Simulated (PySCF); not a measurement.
**Relaxation of singlet SnOI₂**

These are results of PySCF, PBE0, basis Sn def2-SVP with ECP28, O def2-SVP, I def2-SVP with ECP28 (scalar-relativistic core potentials, no spin–orbit coupling, density fitting), not measurements. A (50,194) grid was used.

A hand-made trigonal pyramidal start, of Cs symmetry, held to at least that symmetry:

```xyz
4
charge 0 multiplicity 1, angstrom
Sn   -0.3586   -0.6211   -0.8708
O    -1.1842   -2.0510    0.0071
I     2.0518   -0.6211    0.4109
I    -1.5638    1.4664    0.4109
```

Problem. What forces act on the atoms at the start (eV/Å)?

Solution. 
| atom | Fx | Fy | Fz |
| --- | --- | --- | --- |
| Sn1 | 0.14 | 0.19 | 1.77 |
| O2 | -0.36 | -0.62 | -0.75 |
| I3 | 0.23 | 0.14 | -0.52 |
| I4 | -0.01 | 0.29 | -0.50 |

Problem. What does it relax to?

Solution. It ends at C2v with Sn–I 2.672 Å (×2), Sn–O 1.840 Å; I–Sn–I 107.5°, I–Sn–O 126.3° (×2) (after a last refinement on a finer grid). The frequency run here used a shortcut that can spoil soft modes, so no verdict on minimum or saddle point is given.

Problem. How much energy is released, and in how many steps?

Solution. 122.4 kJ/mol in 8 steps.

The relaxation took 52 s on 2 threads of a shared Intel Xeon Platinum 8259CL @ 2.50GHz (Skylake/Cascade Lake) host, with 92 basis functions and 9 gradients; the process peaked at 0.67 GiB.
